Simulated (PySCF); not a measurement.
Isomers of C8H18S.

All values: PBE0/pcSseg-1 (PySCF) at GFN2-xTB geometries, gas phase, one conformer each.

Question: Rank by LUMO energy, lowest first.
A. `[CH3:1][C@H:2]([SH:3])[C@H:4]([CH3:5])[C:6]([CH3:7])([CH3:8])[CH3:9]` with C1–C2–S3–H -64°, C1–C2–C4–C5 35°
B. `[CH3:1][CH2:2][C@H:3]([CH3:4])[S:5][C:6]([CH3:7])([CH3:8])[CH3:9]` with C1–C2–C3–C4 -173°, C2–C3–S5–C6 -133°
C. `[CH3:1][CH2:2][CH2:3][S:4][C@@H:5]([CH3:6])[CH:7]([CH3:8])[CH3:9]` with C1–C2–C3–S4 65°, C2–C3–S4–C5 81°, C3–S4–C5–C6 92°, S4–C5–C7–C8 -58°

Answer: A (0.67 eV), B (1.02 eV), C (1.17 eV).

All values together:

| SMILES | μ (D) | HOMO (eV) | LUMO (eV) | lowest IAO charge (e) | highest IAO charge (e) | lowest Hirshfeld charge (e) | highest Hirshfeld charge (e) |
| --- | --- | --- | --- | --- | --- | --- | --- |
| CC[C@](C)(S)CC(C)C | 1.70 | -6.61 | 0.68 | -0.423 (C) | +0.148 (H) | -0.127 (C) | +0.047 (H) |
| CS[C@H](C)CC(C)(C)C | 1.58 | -6.12 | 1.05 | -0.505 (C) | +0.170 (H) | -0.131 (C) | +0.053 (H) |
| CC(C)S[C@H](C)C(C)C | 1.60 | -6.15 | 1.06 | -0.421 (C) | +0.150 (H) | -0.128 (C) | +0.044 (H) |
| CC[C@](C)(CS)C(C)C | 1.75 | -6.64 | 0.75 | -0.419 (C) | +0.150 (H) | -0.123 (C) | +0.049 (H) |
| CC[C@H](SC)C(C)(C)C | 1.51 | -6.17 | 1.01 | -0.497 (C) | +0.166 (H) | -0.129 (C) | +0.050 (H) |
| C[C@H](S)[C@H](C)C(C)(C)C | 1.94 | -6.61 | 0.67 | -0.417 (C) | +0.152 (H) | -0.126 (C) | +0.045 (H) |
| CC[C@H](C)SC(C)(C)C | 1.64 | -6.14 | 1.02 | -0.419 (C) | +0.146 (H) | -0.128 (C) | +0.043 (H) |
| CC[C@@H](C)S[C@H](C)CC | 1.69 | -6.18 | 1.09 | -0.417 (C) | +0.148 (H) | -0.128 (C) | +0.042 (H) |
| CCSCC(C)(C)CC | 1.52 | -6.20 | 1.06 | -0.419 (C) | +0.157 (H) | -0.125 (C) | +0.045 (H) |
| CCCS[C@@H](C)C(C)C | 1.63 | -6.19 | 1.17 | -0.421 (C) | +0.154 (H) | -0.128 (C) | +0.044 (H) |
| CC(C)CC(C)(C)CS | 1.91 | -6.69 | 0.78 | -0.419 (C) | +0.150 (H) | -0.128 (C) | +0.048 (H) |
| CSCC(C)(C)C(C)C | 1.45 | -6.19 | 1.06 | -0.503 (C) | +0.167 (H) | -0.125 (C) | +0.051 (H) |

Conformers: `[CH3:1][CH2:2][C@:3]([CH3:4])([SH:5])[CH2:6][CH:7]([CH3:8])[CH3:9]` with C1–C2–C3–C4 180°, C2–C3–S5–H 57°, C2–C3–C6–C7 -161°, C3–C6–C7–C8 172°; `[CH3:1][S:2][C@H:3]([CH3:4])[CH2:5][C:6]([CH3:7])([CH3:8])[CH3:9]` with C1–S2–C3–C4 65°, S2–C3–C5–C6 -68°; `[CH3:1][CH:2]([CH3:3])[S:4][C@H:5]([CH3:6])[CH:7]([CH3:8])[CH3:9]` with C1–C2–S4–C5 154°, C2–S4–C5–C6 -89°, S4–C5–C7–C8 57°; `[CH3:1][CH2:2][C@:3]([CH3:4])([CH2:5][SH:6])[CH:7]([CH3:8])[CH3:9]` with C1–C2–C3–C4 58°, C2–C3–C5–S6 -172°, C3–C5–S6–H -69°, C2–C3–C7–C8 63°; `[CH3:1][CH2:2][C@H:3]([S:4][CH3:5])[C:6]([CH3:7])([CH3:8])[CH3:9]` with C1–C2–C3–S4 -66°, C2–C3–S4–C5 118°; `[CH3:1][C@H:2]([SH:3])[C@H:4]([CH3:5])[C:6]([CH3:7])([CH3:8])[CH3:9]` with C1–C2–S3–H -64°, C1–C2–C4–C5 35°; `[CH3:1][CH2:2][C@H:3]([CH3:4])[S:5][C:6]([CH3:7])([CH3:8])[CH3:9]` with C1–C2–C3–C4 -173°, C2–C3–S5–C6 -133°; `[CH3:1][CH2:2][C@@H:3]([CH3:4])[S:5][C@H:6]([CH3:7])[CH2:8][CH3:9]` with C1–C2–C3–C4 165°, C2–C3–S5–C6 -69°, C3–S5–C6–C7 -101°, S5–C6–C8–C9 -66°; `[CH3:1][CH2:2][S:3][CH2:4][C:5]([CH3:6])([CH3:7])[CH2:8][CH3:9]` with C1–C2–S3–C4 -75°, C2–S3–C4–C5 -172°, S3–C4–C5–C6 65°, C4–C5–C8–C9 -56°; `[CH3:1][CH2:2][CH2:3][S:4][C@@H:5]([CH3:6])[CH:7]([CH3:8])[CH3:9]` with C1–C2–C3–S4 65°, C2–C3–S4–C5 81°, C3–S4–C5–C6 92°, S4–C5–C7–C8 -58°; `[CH3:1][CH:2]([CH3:3])[CH2:4][C:5]([CH3:6])([CH3:7])[CH2:8][SH:9]` with C1–C2–C4–C5 -69°, C2–C4–C5–C6 -38°, C4–C5–C8–S9 -60°, C5–C8–S9–H 72°; `[CH3:1][S:2][CH2:3][C:4]([CH3:5])([CH3:6])[CH:7]([CH3:8])[CH3:9]` with C1–S2–C3–C4 -172°, S2–C3–C4–C5 68°, C3–C4–C7–C8 -50°.
